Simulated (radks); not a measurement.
Au4+, 75 electrons, occupied as [Xe] 4f14 5d7.

All-electron calculation, scalar-relativistic Kohn-Sham, r2SCAN, spin-polarised, spherical densities, finite nucleus; open shells are filled with parallel spins first (spin-orbit coupling, left out, can overturn this in heavy ions); meta-GGA in the generalised Kohn-Sham scheme; Fermi nuclear charge, rms radius 5.4371 fm. Program: a radial shooting solver on a logarithmic mesh with Libxc functionals.

Energy parts (hartree):
| part | energy |
|---|---|
| total | -19005.7357 |
| kinetic | 21255.1579 |
| electron-nucleus | -47139.1288 |
| Hartree | 7239.4103 |
| exchange-correlation | -361.1751 |

Orbitals (lengths in bohr, moments of r in powers of bohr; <r^-3> diverges for s and p1/2; r(max) is where P^2 peaks):
| orbital | occ. | eigenvalue (hartree) | <r^4> | r(max) | <r^-3> | <r^2> |
|---|---|---|---|---|---|---|
| 1s up | 1 | -2972.899 | 4.253e-07 | 0.01042 | - | 0.0003934 |
| 1s down | 1 | -2972.899 | 4.253e-07 | 0.01042 | - | 0.0003934 |
| 2s up | 1 | -527.2094 | 0.00006230 | 0.06016 | - | 0.005995 |
| 2s down | 1 | -527.1947 | 0.00006230 | 0.06015 | - | 0.005995 |
| 2p up | 3 | -456.0242 | 0.00005059 | 0.04981 | 25490 | 0.005048 |
| 2p down | 3 | -456.0127 | 0.00005059 | 0.04981 | 25490 | 0.005048 |
| 3s up | 1 | -126.3301 | 0.002246 | 0.1695 | - | 0.03860 |
| 3s down | 1 | -126.3281 | 0.002245 | 0.1695 | - | 0.03859 |
| 3p up | 3 | -105.5907 | 0.002472 | 0.1689 | 5846 | 0.03970 |
| 3p down | 3 | -105.5875 | 0.002472 | 0.1689 | 5846 | 0.03970 |
| 3d up | 5 | -83.37455 | 0.001906 | 0.1378 | 723.7 | 0.03294 |
| 3d down | 5 | -83.36564 | 0.001906 | 0.1378 | 723.6 | 0.03294 |
| 4s up | 1 | -29.18728 | 0.05034 | 0.3827 | - | 0.1868 |
| 4s down | 1 | -29.17546 | 0.05037 | 0.3827 | - | 0.1869 |
| 4p up | 3 | -22.35588 | 0.06724 | 0.4026 | 1402 | 0.2132 |
| 4p down | 3 | -22.34571 | 0.06722 | 0.4026 | 1401 | 0.2132 |
| 4d up | 5 | -14.10740 | 0.09344 | 0.4103 | 152.2 | 0.2426 |
| 4d down | 5 | -14.09515 | 0.09317 | 0.4104 | 152.1 | 0.2424 |
| 4f up | 7 | -4.96800 | 0.1861 | 0.3765 | 29.33 | 0.3011 |
| 4f down | 7 | -4.95027 | 0.1819 | 0.3765 | 29.42 | 0.2988 |
| 5s up | 1 | -6.01999 | 1.334 | 0.8493 | - | 0.9616 |
| 5s down | 1 | -5.94037 | 1.307 | 0.8463 | - | 0.9520 |
| 5p up | 3 | -4.19580 | 2.350 | 0.9507 | 239.4 | 1.260 |
| 5p down | 3 | -4.09713 | 2.307 | 0.9462 | 244.2 | 1.247 |
| 5d up | 5 | -2.07793 | 7.404 | 1.168 | 17.13 | 2.154 |
| 5d down | 2 | -1.96624 | 7.744 | 1.161 | 17.23 | 2.184 |

The highest occupied level is 5d down at -53.504 eV. Spin moment in Bohr magnetons: 3. The density falls to 0.001 e/bohr^3 at r = 3.08 bohr. For comparison, the ionisation energy in NIST's Atomic Spectra Database is 60 eV (theoretical). In exact Kohn-Sham theory the highest level is minus the ionisation energy, but local and semilocal functionals leave it too shallow, through self-interaction and a potential that decays too fast; potentials with the right tail come closer. The spin density at the nucleus is -22.67 e/bohr^3 (1s -0.07, 2s -4.11, 3s 1.01, 4s 6.61, 5s -26.12). The electron density at the nucleus is 2.301e+06 e/bohr^3 (large components only). Summed over all electrons, <r^2> = 33.54 bohr^2, which gives a Langevin (diamagnetic) susceptibility term of -26.6 x 10^-6 cm^3/mol.
